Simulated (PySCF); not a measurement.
Compound: [Cu(OMe)2]-, C₂H₆CuO₂ (charge -1 and singlet state).
Bonds: Cu1–O2, Cu1–O7, O2–C3, O7–C8. Hydrogens: H4, H5, H6 on C3; H9, H10, H11 on C8.

Method: PySCF 2.14.0, PBE0-D3(BJ)/def2-SVP geometry optimisation, gas phase; density fitting, grid level 1; the optimiser is geomeTRIC in internal coordinates, started from a GFN2-xTB structure with every atom displaced at random (about 0.03 Å).

Step 0: E = -50882.3841 eV
```
atom  x, y, z in Å  |  force x, y, z in eV/Å
Cu1     0.0861   -0.0758    0.0119   -0.157   0.470  -0.818
O2      0.0031   -0.1245    1.7969   -0.444   0.417   0.174
C3      0.0228   -1.3387    2.3837    5.594   3.662   1.292
H4     -0.6594   -1.9993    2.1378   -4.615  -3.915  -1.469
H5      0.0437   -1.2172    3.4800   -0.281  -0.257   0.709
H6      1.0019   -1.8803    2.1774   -0.169  -0.209   0.214
O7      0.0556    0.1072   -1.8043    0.253   0.479  -0.554
C8     -0.0430    1.3478   -2.4247   -2.986  -2.355   2.580
H9     -1.0396    1.8791   -2.1105    0.935  -0.200  -0.692
H10    -0.0805    1.1909   -3.4819    0.083   0.298  -1.635
H11     0.7075    2.0252   -2.1355    1.787   1.609   0.199
```

Task: Estimate the geometry and energy of step 1. (The exact step hangs on the optimiser's Hessian estimate; all steps are aligned on step 0, rigid shifts and turns removed.)

Result: E = -50883.0738 eV, largest force 1.206 eV/Å
```
atom  x, y, z in Å  |  force x, y, z in eV/Å
Cu1     0.0769   -0.0407   -0.0043   -0.102   0.187  -0.152
O2      0.0390   -0.1300    1.8156    0.223  -0.551   0.380
C3      0.0912   -1.3491    2.4319    0.412   0.689  -0.063
H4     -0.7275   -2.0356    2.1470   -0.345  -0.417  -0.017
H5      0.0277   -1.2518    3.5498   -0.088  -0.012   0.010
H6      1.0366   -1.9596    2.2856   -0.157   0.182  -0.096
O7      0.0416    0.1210   -1.8260   -0.077   0.553  -0.378
C8     -0.0843    1.3455   -2.4362   -0.283  -0.905   0.746
H9     -1.0428    1.9054   -2.2189    0.087  -0.101  -0.030
H10    -0.0733    1.2342   -3.5433    0.098   0.139  -0.271
H11     0.7128    2.0753   -2.1704    0.232   0.235  -0.129
```

The energy changes by -0.6896 eV. The first-order estimate −F·Δx gives -1.3411 eV and the mean of the old and new forces, exact on a quadratic surface, -0.7307 eV. The step makes an angle of 62° with the force vector and moves no atom by more than 0.139 Å.

What follows is the cost of the whole optimisation. Time: 1.8 min wall, 94 s CPU; peak memory 0.47 GiB. Hardware: an AMD EPYC with one thread (shared host).
